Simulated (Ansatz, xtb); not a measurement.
**Ranking isomers of C4H7N3Si**

6 gas-phase structures of C4H7N3Si, from a drawn sample of its isomers (lower ones may exist). Each was relaxed with GFN2-xTB; where two conformers were screened, the lower at r2SCAN-D4/def2-SVP is listed:

A. `C=Cn1ncc([SiH3])n1`, a singlet
B. `[SiH3]Cc1ncncn1`, a singlet
C. `Cc1nncc([SiH3])n1`, a singlet
D. `C=Nc1cnn([SiH3])c1`, a singlet
E. `[SiH3]Nc1ccnnc1`, a singlet
F. `C=N[SiH2]c1ncc[nH]1`, a singlet

**Question.** Which do you expect lowest at r2SCAN-D4/def2-SVP, and how would the others follow?

**Answer.** Calculated order at r2SCAN-D4/def2-SVP: B (0.000), F (0.213), E (0.520), D (0.982), C (1.319), A (1.452) eV.

Energies above the lowest of each column, in eV; the last columns are at PBE-D3(BJ)/def2-SVP geometries and were run for some of them only (a dash: not run or not comparable):

```json
{"structure": "B", "GFN2-xTB": "0.000", "HF/STO-3G": "0.000", "r2SCAN-D4/def2-SVP": "0.000", "PBE-D3(BJ)/def2-SVP": "0.000", "CCSD(T)/def2-SVP + ΔMP2/def2-TZVPP": "0.000"}
{"structure": "F", "GFN2-xTB": "0.561", "HF/STO-3G": "0.554", "r2SCAN-D4/def2-SVP": "0.213", "PBE-D3(BJ)/def2-SVP": "0.134", "CCSD(T)/def2-SVP + ΔMP2/def2-TZVPP": "0.029"}
{"structure": "E", "GFN2-xTB": "0.064", "HF/STO-3G": "0.533", "r2SCAN-D4/def2-SVP": "0.520", "PBE-D3(BJ)/def2-SVP": "0.451", "CCSD(T)/def2-SVP + ΔMP2/def2-TZVPP": "0.536"}
{"structure": "D", "GFN2-xTB": "0.379", "HF/STO-3G": "0.781", "r2SCAN-D4/def2-SVP": "0.982", "PBE-D3(BJ)/def2-SVP": "–", "CCSD(T)/def2-SVP + ΔMP2/def2-TZVPP": "–"}
{"structure": "C", "GFN2-xTB": "1.148", "HF/STO-3G": "0.693", "r2SCAN-D4/def2-SVP": "1.319", "PBE-D3(BJ)/def2-SVP": "–", "CCSD(T)/def2-SVP + ΔMP2/def2-TZVPP": "–"}
{"structure": "A", "GFN2-xTB": "1.234", "HF/STO-3G": "1.348", "r2SCAN-D4/def2-SVP": "1.452", "PBE-D3(BJ)/def2-SVP": "–", "CCSD(T)/def2-SVP + ΔMP2/def2-TZVPP": "–"}
```

Every level run on B puts it lowest or level with the lowest. Flexible structures stand in one conformer each, not always the lowest. Frequencies (GFN2-xTB) were run for B, E, F alone. The ΔMP2 step shifts differences by up to 0.155 eV, which makes them less sure. ΔMP2 is the change of the MP2 energy from the smaller to the larger basis.

Over these structures GFN2-xTB departs from r2SCAN-D4/def2-SVP by 0.242 eV on average once a common shift is removed. A GFN2-xTB relaxation took about 0.2 s and the r2SCAN-D4/def2-SVP energy about 2.5 s on a shared host (Ansatz 0.2.0, xtb 6.7.1).
